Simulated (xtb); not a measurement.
C4H7FSi, SMILES F[Si@@H](C)C=C=C. All values are semi-empirical tight-binding results from xtb (GFN2-xTB unless named), good for trends rather than for accurate numbers. Geometry: GFN2-xTB. The structure was generated by enumeration; whether it is a known compound was not checked. One conformer was computed; it need not be the lowest.

Problem. Estimate the properties. (The exact figures need the calculation; the answer reports its results.)

Solution. 
```yaml
orbital_gap: 4.41 eV
dipole_moment: 2.09 D
zero_point_energy: 58.0 kcal/mol
G − E(el) at 298.15 K (modified RRHO): 37.0 kcal/mol
static polarisability (D4 model): 76.7 bohr³
solvation energy, GFN2-xTB/ALPB(water): -1.1 kcal/mol
solvation energy, GFN2-xTB/ALPB(thf): -5.2 kcal/mol
```
